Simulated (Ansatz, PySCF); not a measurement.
The Ansatz (a program for electronic structure) input:
Ansatz 0.2 input:
```yaml
crystal:
  periodic: [false, false, false]
  atoms:
    - {symbol: Ag, position_ang: [0.00000000, 0.00000000, 0.00000000]}
basis:
  gaussian:
    orbitals: def2-SVPD
hamiltonian:
  xc: blyp
total_charge: 1
accuracy: high
```

Problem. Write the same job for PySCF.

Solution. This is not unique; one that fits is 
```python
from pyscf import gto, scf, dft

mol = gto.M(
    atom='''
Ag    0.00000000    0.00000000    0.00000000
''',
    basis='def2-svpd',
    ecp={'Ag': 'def2-svpd'},
    charge=1,
    verbose=4,
)

mf = dft.RKS(mol)
mf.xc = 'blyp'
mf.grids.atom_grid = (99, 590)
mf.grids.prune = None
mf.kernel()
```

Both were run: Ansatz gave -146.610381 Eh and PySCF -146.610382 Eh, 0.000 mEh apart.
